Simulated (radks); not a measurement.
All-electron atom: the silver ion Ag12+ in [Ar] 3d10 4s2 4p5.

All-electron calculation, Dirac Kohn-Sham, LB94 model potential, spin-unpolarised, spherical densities, finite nucleus; open shells fill j = l - 1/2 first; Fermi nuclear charge, rms radius 4.5454 fm. Program: a radial shooting solver on a logarithmic mesh with Libxc functionals.

Energy parts (Ry):
part                    energy
kinetic            11070.64528
electron-nucleus  -24917.50531
Hartree             3587.37128
(The LB94 potential has no energy functional, so no total or exchange-correlation energy is given.)

Orbitals (lengths in bohr, moments of r in powers of bohr):
| orbital | occ. | eigenvalue (Ry) | <r^4> | <1/r> | <r^2> |
|---|---|---|---|---|---|
| 1s1/2 | 2 | -1890.328 | 4.417e-06 | 49.48 | 0.001304 |
| 2s1/2 | 2 | -296.5367 | 0.0007789 | 11.41 | 0.02127 |
| 2p1/2 | 2 | -277.4187 | 0.0005058 | 11.41 | 0.01587 |
| 2p3/2 | 4 | -264.3742 | 0.0005832 | 10.72 | 0.01719 |
| 3s1/2 | 2 | -70.62681 | 0.03603 | 3.990 | 0.1538 |
| 3p1/2 | 2 | -62.95343 | 0.03535 | 3.909 | 0.1487 |
| 3p3/2 | 4 | -60.64295 | 0.03946 | 3.740 | 0.1574 |
| 3d3/2 | 4 | -47.06154 | 0.03454 | 3.596 | 0.1369 |
| 3d5/2 | 6 | -46.58687 | 0.03576 | 3.552 | 0.1395 |
| 4s1/2 | 2 | -24.94663 | 0.8884 | 1.674 | 0.7897 |
| 4p1/2 | 2 | -22.30435 | 1.050 | 1.593 | 0.8514 |
| 4p3/2 | 3 | -21.79459 | 1.145 | 1.543 | 0.8906 |

The highest occupied level is 4p3/2 at -296.53 eV. The electron density at the nucleus is 1.458e+05 e/bohr^3.
